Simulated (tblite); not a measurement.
Compound: C4H15AsOSi2.
Bonds: C1–As2, As2–Si3, Si3–O4, O4–Si5, Si5–C6, C6–C7, C6–C8. Hydrogens: H9, H10, H11 on C1; H12 on As2; H13, H14 on Si3; H15, H16 on Si5; H17 on C6; H18, H19, H20 on C7; H21, H22, H23 on C8.

Computed with GFN2-xTB (tblite), gas phase: L-BFGS steps from a force-field or distance-geometry start until the largest atomic force falls under 0.01 eV/Å.

At the end of the run (lengths in Å): O4–Si5 1.616, As2–H12 1.510, Si3–O4 1.629, C1–As2 1.981, As2–Si3 2.314, Si5–C6 1.902, C7–H20 1.088, Si3–O4–Si5 144.6°, C1–As2–Si3 95.7°, O4–Si5–C6 106.8°, As2–Si3–O4 110.1°, C1–As2–Si3–O4 178°, As2–Si3–O4–Si5 -4°, Si3–O4–Si5–C6 -160°, H21–C8–C6–Si5 58°, H17–C6–C8–H21 -61°.

Task: These geometries were met on the way; a selection of coordinates is given. Order them by energy above the end point, lowest first.
A. O4–Si5 1.606, As2–H12 1.560, Si3–O4 1.643, C1–As2 2.021, As2–Si3 2.354, Si5–C6 1.897, C7–H20 1.069, Si3–O4–Si5 123.1°, C1–As2–Si3 103.3°, O4–Si5–C6 114.5°, As2–Si3–O4 111.6°, C1–As2–Si3–O4 -167°, As2–Si3–O4–Si5 -30°, Si3–O4–Si5–C6 -130°, H21–C8–C6–Si5 1°, H17–C6–C8–H21 -117°
B. O4–Si5 1.697, As2–H12 1.587, Si3–O4 1.696, C1–As2 1.987, As2–Si3 2.301, Si5–C6 1.865, C7–H20 1.123, Si3–O4–Si5 115.8°, C1–As2–Si3 106.8°, O4–Si5–C6 112.6°, As2–Si3–O4 114.5°, C1–As2–Si3–O4 -165°, As2–Si3–O4–Si5 -37°, Si3–O4–Si5–C6 -129°, H21–C8–C6–Si5 0°, H17–C6–C8–H21 -118°
C. O4–Si5 1.616, As2–H12 1.506, Si3–O4 1.632, C1–As2 1.969, As2–Si3 2.310, Si5–C6 1.916, C7–H20 1.092, Si3–O4–Si5 140.9°, C1–As2–Si3 99.4°, O4–Si5–C6 107.0°, As2–Si3–O4 105.4°, C1–As2–Si3–O4 177°, As2–Si3–O4–Si5 17°, Si3–O4–Si5–C6 -168°, H21–C8–C6–Si5 21°, H17–C6–C8–H21 -98°
D. O4–Si5 1.622, As2–H12 1.525, Si3–O4 1.644, C1–As2 2.006, As2–Si3 2.349, Si5–C6 1.891, C7–H20 1.082, Si3–O4–Si5 129.4°, C1–As2–Si3 98.3°, O4–Si5–C6 114.9°, As2–Si3–O4 108.7°, C1–As2–Si3–O4 -168°, As2–Si3–O4–Si5 -23°, Si3–O4–Si5–C6 -131°, H21–C8–C6–Si5 0°, H17–C6–C8–H21 -117°
E. O4–Si5 1.616, As2–H12 1.516, Si3–O4 1.637, C1–As2 1.987, As2–Si3 2.311, Si5–C6 1.897, C7–H20 1.089, Si3–O4–Si5 134.8°, C1–As2–Si3 98.9°, O4–Si5–C6 111.0°, As2–Si3–O4 108.0°, C1–As2–Si3–O4 -173°, As2–Si3–O4–Si5 -12°, Si3–O4–Si5–C6 -139°, H21–C8–C6–Si5 5°, H17–C6–C8–H21 -111°

Result: C (0.209 eV), E (0.342 eV), D (0.553 eV), A (0.905 eV), B (1.460 eV).

```json
{"step": "35", "E above end (eV)": "0.209", "rms distance from the end, all atoms (Å)": "0.664", "largest force (eV/Å)": "0.235", "rms shift of all bonds from the end (Å)": "0.006"}
{"step": "22", "E above end (eV)": "0.342", "rms distance from the end, all atoms (Å)": "0.775", "largest force (eV/Å)": "0.206", "rms shift of all bonds from the end (Å)": "0.006"}
{"step": "5", "E above end (eV)": "0.553", "rms distance from the end, all atoms (Å)": "0.853", "largest force (eV/Å)": "0.510", "rms shift of all bonds from the end (Å)": "0.012"}
{"step": "2", "E above end (eV)": "0.905", "rms distance from the end, all atoms (Å)": "0.863", "largest force (eV/Å)": "1.087", "rms shift of all bonds from the end (Å)": "0.021"}
{"step": "0", "E above end (eV)": "1.460", "rms distance from the end, all atoms (Å)": "0.873", "largest force (eV/Å)": "2.366", "rms shift of all bonds from the end (Å)": "0.033"}
```

Rows stand in the order of the answer.
